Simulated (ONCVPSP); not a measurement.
Varying the ONCV potential for cadmium

Base potential:

ONCVPSP 4.0.1 input, shortened (lines: element, Z, core and valence counts, functional; n l f; lmax; l rc ep ncon nbas qcut; lloc lpopt rc5 dvloc0; l nproj debl; icmod fcfact rcfact), PBEsol, scalar-relativistic:

```
  Cd 48.00    6    4  -116133      upf
    1    0    2.00
    2    0    2.00
    2    1    6.00
    3    0    2.00
    3    1    6.00
    3    2   10.00
    4    0    2.00
    4    1    6.00
    4    2   10.00
    5    0    1.00
    2
    0    1.65    0.00    4    8    9.10
    1    0.95    0.00    4    9    6.90
    2    1.25    0.00    4    7    6.50
    4    5    0.95    0.00
    0    2    2.10
    1    2    3.90
    2    1    2.00
    1    0.60    0.00
```

Cutoffs, loose and tight: the cutoffs (Ha) at which the residual kinetic energy of the hardest occupied pseudo-wave falls to 1 and 0.1 mHa per electron. They do not see the model core or the augmentation charge, which bear on the density cutoff. Test errors are all-electron minus pseudo excitation energies from the reference, over the configurations 4s2 4p6 4d10 5s2; 4s2 4p6 4d10 5s0; 4s2 4p6 4d9 5s0; 4s2 4p6 4d10 5s1 5p1. A dash means not determined; rows that change the core or the reference have their own tests.

| change | outcome | cutoff, loose | cutoff, tight | bound ghosts | GHOST(+) flags above zero | largest test error (meV) |
| --- | --- | --- | --- | --- | --- | --- |
| base | generated | 267 Ha | 311 Ha | none | s | -7.7 |
| s: qcut 6; p: qcut 4.6; d: qcut 4.3 | generated | 257 Ha | 308 Ha | none | s | -10 |
| s: qcut 6.9; p: qcut 5.2; d: qcut 4.9 | generated | 267 Ha | 311 Ha | none | s | -9.7 |
| s: qcut 7.6; p: qcut 5.8; d: qcut 5.5 | generated | 271 Ha | 313 Ha | none | s | -9.0 |
| s: qcut 8.6; p: qcut 6.5; d: qcut 6.1 | generated | 270 Ha | 312 Ha | none | s | -8.2 |
| s: qcut 9.7; p: qcut 7.4; d: qcut 7 | generated | 257 Ha | 307 Ha | none | s | -7.2 |
| s: qcut 10.5; p: qcut 7.9; d: qcut 7.5 | generated | 237 Ha | 302 Ha | none | s | -6.6 |
| s: qcut 11.3; p: qcut 8.6; d: qcut 8.1 | failed: ERROR pspot: first pseudo wave function has node, program will stop | – | – | – | – | – |
| s: qcut 12.4; p: qcut 9.4; d: qcut 8.9 | failed: ERROR pspot: first pseudo wave function has node, program will stop | – | – | – | – | – |
| s: qcut 12.9; p: qcut 9.8; d: qcut 9.2 | failed: ERROR pspot: first pseudo wave function has node, program will stop | – | – | – | – | – |
